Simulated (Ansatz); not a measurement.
**Molecular dynamics, step by step**

KSi₂H₆ (charge +1), singlet, PBE0-D4/def2-SVP (Ansatz 0.2.0). Settings (timestep in fs, temperature in K; T counts 21 degrees of freedom):

```yaml
hamiltonian: {xc: pbe0, dispersion: d4}
md: {n_steps: 60, timestep: 0.75, temperature: 500, ensemble: nve, seed: 336, initial_velocities: maxwell_boltzmann}
```

Start:

K1  (-0.540, 0.312, -4.227)
Si2  (-0.399, -0.304, 1.619)
Si3  (0.539, 0.216, -0.460)
H4  (-1.811, -0.698, 1.385)
H5  (0.369, -1.428, 2.207)
H6  (-0.327, 0.903, 2.475)
H7  (-0.235, 1.303, -1.152)
H8  (0.445, -0.948, -1.407)
H9  (1.960, 0.643, -0.440)
(Å)

| step | time (fs) | potential energy less the start (meV) | kinetic energy (meV) | T (K) |
| --- | --- | --- | --- | --- |
| 0 | 0.00 | 0.0 | 452.4 | 500 |
| 4 | 3.00 | 175.8 | 280.3 | 310 |
| 8 | 6.00 | 223.7 | 232.4 | 257 |
| 12 | 9.00 | 133.5 | 319.2 | 353 |
| 16 | 12.00 | 321.4 | 136.6 | 151 |
| 20 | 15.00 | 114.3 | 338.5 | 374 |
| 24 | 18.00 | 212.4 | 243.5 | 269 |
| 28 | 21.00 | 227.1 | 229.0 | 253 |
| 32 | 24.00 | 113.2 | 339.4 | 375 |
| 36 | 27.00 | 306.9 | 150.7 | 167 |
| 40 | 30.00 | 163.5 | 289.8 | 320 |
| 44 | 33.00 | 238.5 | 217.3 | 240 |
| 48 | 36.00 | 230.8 | 225.3 | 249 |
| 52 | 39.00 | 106.8 | 346.1 | 383 |
| 56 | 42.00 | 234.5 | 222.0 | 245 |
| 60 | 45.00 | 159.4 | 294.6 | 326 |

Step 8, positions (Å) and forces (eV/Å):

```
atom       x       y       z      Fx      Fy      Fz
  K1  -0.532   0.308  -4.196  -0.051  -0.020  -0.196
 Si2  -0.389  -0.307   1.586  -0.319   1.004   1.340
 Si3   0.525   0.231  -0.477  -0.196  -0.934  -0.301
  H4  -1.834  -0.674   1.416   0.141   0.045  -0.064
  H5   0.349  -1.479   2.167  -0.008   0.202  -0.097
  H6  -0.308   0.968   2.548   0.002  -1.243  -0.936
  H7  -0.318   1.283  -1.187   0.417   0.007   0.168
  H8   0.294  -1.048  -1.386   0.398   0.889   0.500
  H9   1.994   0.552  -0.316  -0.384   0.050  -0.414
```

Step 20, positions (Å) and forces (eV/Å):

```csv
atom,x,y,z,Fx,Fy,Fz
K1,-0.521,0.301,-4.152,-0.064,-0.020,-0.264
Si2,-0.381,-0.305,1.553,-0.305,0.130,0.603
Si3,0.500,0.240,-0.500,-0.046,-0.031,0.647
H4,-1.822,-0.629,1.411,-0.165,-0.051,-0.103
H5,0.346,-1.492,2.062,0.135,-0.131,-0.011
H6,-0.236,0.833,2.497,0.054,0.090,0.057
H7,-0.250,1.338,-1.188,0.100,0.203,-0.062
H8,0.249,-0.983,-1.290,0.071,-0.373,-0.572
H9,1.952,0.484,-0.371,0.221,0.182,-0.294
```

Step 40, positions (Å) and forces (eV/Å):

| atom | x | y | z | Fx | Fy | Fz |
| --- | --- | --- | --- | --- | --- | --- |
| K1 | -0.505 | 0.289 | -4.089 | 0.026 | 0.019 | 0.042 |
| Si2 | -0.386 | -0.307 | 1.532 | 0.254 | -0.004 | 0.168 |
| Si3 | 0.470 | 0.248 | -0.535 | 0.606 | 0.875 | -0.314 |
| H4 | -1.824 | -0.576 | 1.321 | -0.231 | -0.016 | 0.089 |
| H5 | 0.376 | -1.537 | 1.845 | -0.026 | -0.202 | 0.189 |
| H6 | -0.091 | 0.779 | 2.504 | -0.102 | 0.013 | 0.009 |
| H7 | -0.068 | 1.479 | -1.200 | -0.432 | 0.109 | -0.034 |
| H8 | 0.264 | -0.806 | -1.531 | -0.413 | -0.726 | -0.529 |
| H9 | 1.917 | 0.506 | -0.736 | 0.319 | -0.067 | 0.380 |

Last step (60):

```json
{"atom": "K1", "x (Å)": "-0.4883", "y (Å)": "0.2784", "z (Å)": "-4.0274"}
{"atom": "Si2", "x (Å)": "-0.3869", "y (Å)": "-0.3232", "z (Å)": "1.5247"}
{"atom": "Si3", "x (Å)": "0.4688", "y (Å)": "0.2791", "z (Å)": "-0.6225"}
{"atom": "H4", "x (Å)": "-1.8524", "y (Å)": "-0.4783", "z (Å)": "1.3988"}
{"atom": "H5", "x (Å)": "0.2210", "y (Å)": "-1.6241", "z (Å)": "1.8822"}
{"atom": "H6", "x (Å)": "-0.0671", "y (Å)": "0.7549", "z (Å)": "2.5166"}
{"atom": "H7", "x (Å)": "-0.2700", "y (Å)": "1.4866", "z (Å)": "-1.0960"}
{"atom": "H8", "x (Å)": "0.0095", "y (Å)": "-0.6815", "z (Å)": "-1.5952"}
{"atom": "H9", "x (Å)": "1.9459", "y (Å)": "0.3972", "z (Å)": "-0.6308"}
```

The run took about 68 s on 4 CPU threads of an Arm Neoverse V1 (shared host).
